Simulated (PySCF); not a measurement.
CH4FMoNO, SMILES [CH3][Mo](=[NH])(=[O])[F], multiplicity 1.

Geometry optimised at r2SCAN-D4/def2-SVP. The multiplicity is an assumed one; no other spin state was optimised. The structure was generated by enumeration; whether it is a known compound was not checked. The def2 effective core potentials stand for the cores of Mo; spin–orbit coupling is left out.

Two levels are set side by side: TDDFT-PBE/def2-SVPD (PySCF) and TDDFT-PBE0/def2-SVPD (PySCF). Vertical, same geometry. The lowest singlet is HOMO→LUMO 90 % with PBE and HOMO→LUMO 85 % with the other functional; states are paired by order. Differences are taken from unrounded values.

```csv
quantity,TDDFT-PBE0,TDDFT-PBE,TDDFT-PBE minus TDDFT-PBE0
lowest singlet excitation (eV),4.13,3.93,-0.20
lowest triplet excitation (TDA) (eV),3.54,3.40,-0.14
```

Functionals without exact exchange tend to place singlet excitations lower, as here. Differences between two approximate levels are no errors against the true value.

Rough cost on one machine, each run with all the roots and properties that it gave: TDDFT-PBE0 against TDDFT-PBE about 4 times.
